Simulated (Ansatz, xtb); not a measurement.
**Relative energy of two structures of AlH6O3P**

Structure I: a singlet given by its coordinates. Structure II: `[OH][Al-]([OH])([OH])[PH3+]`, a singlet. Both are isolated molecules in the gas phase, relaxed with PBE0-D4/def2-SVP; the shapes shown needn't be the lowest conformers.

I (Å):

```xyz
11

Al   -0.6428   -0.7454   -1.7207
O    -2.1024    0.0468   -2.1882
O     0.7320    0.3140   -2.1687
O    -0.0317   -1.8473   -3.1206
P     1.0515   -1.1417   -3.9639
H    -2.9617   -0.2036   -1.8479
H    -0.5736   -1.5519   -0.3539
H     0.6392    1.2697   -2.1961
H     1.2954   -2.0304   -5.0452
H     2.3445   -0.9830   -3.4337
H     0.7310    0.0413   -4.6576
```

Close contacts (Å): Al1–O2 1.73, Al1–O3 1.79, Al1–O4 1.88, Al1–P5 2.84, O4–P5 1.54, Al1–H7 1.59, O2–H6 0.96, O3–H8 0.96, P5–H9 1.42, P5–H10 1.41, P5–H11 1.41.

II (Å):

```yaml
atoms:
  - { symbol: Al, position_ang: [-0.2629, -0.4465, 0.7266] }
  - { symbol: O, position_ang: [-1.3521, 0.7431, 1.3203] }
  - { symbol: O, position_ang: [1.2754, -0.5929, 1.4788] }
  - { symbol: O, position_ang: [-0.9124, -1.8196, -0.0777] }
  - { symbol: P, position_ang: [0.5037, 0.8127, -1.3413] }
  - { symbol: H, position_ang: [-1.1660, 1.2195, 2.1307] }
  - { symbol: H, position_ang: [1.7013, -1.4468, 1.5678] }
  - { symbol: H, position_ang: [-1.8558, -1.9880, -0.0796] }
  - { symbol: H, position_ang: [-0.4657, 1.2573, -2.2752] }
  - { symbol: H, position_ang: [1.2124, 2.0301, -1.1825] }
  - { symbol: H, position_ang: [1.3876, 0.1741, -2.2473] }
```

Q: Estimate which is lower in electronic energy at CCSD(T)/def2-SVP + ΔMP2/def2-TZVPP, and by roughly how much.

A: The CCSD(T)/def2-SVP + ΔMP2/def2-TZVPP calculation puts structure II lower, by 16.4 kcal/mol.

How the difference moves with the method:

```tsv
level	geometry	E(II) − E(I) (kcal/mol)	departure from the last row (kcal/mol)	job, with rough time for the two
PBE0-D4/def2-SVP	PBE0-D4/def2-SVP	−19.0	−2.5	optimisation, 52 s
HF/def2-SVP	PBE0-D4/def2-SVP	−20.4	−4.0	part of the CCSD(T) run
MP2/def2-SVP	PBE0-D4/def2-SVP	−19.1	−2.7	part of the CCSD(T) run
CCSD(T)/def2-SVP	PBE0-D4/def2-SVP	−20.1	−3.7	single point
CCSD(T)/def2-SVP + ΔMP2/def2-TZVPP	PBE0-D4/def2-SVP	−16.4		single point, 19 s
```

None of the levels shown reverses the order. The largest departure from CCSD(T)/def2-SVP + ΔMP2/def2-TZVPP is that of HF/def2-SVP, 4.0 kcal/mol. Levels run at GFN2-xTB geometries aren't shown. The last row adds to CCSD(T) the change of the MP2 difference between the two basis sets, here +3.7 kcal/mol, a large step that makes the value less sure.

With harmonic frequencies from PBE0-D4/def2-SVP (ideal gas, rigid rotor, one conformer each, 298.15 K, 1 atm): on the last row, ΔE + ΔZPE = −17.5 kcal/mol. A mode under 50 cm⁻¹ makes harmonic enthalpies and free energies unreliable, so none is given.

The correlated steps freeze 13 core orbitals. Run with Ansatz 0.2.0; the last row on 2 threads of Intel(R) Xeon(R) 6975P-C (Granite Rapids) on a shared host.
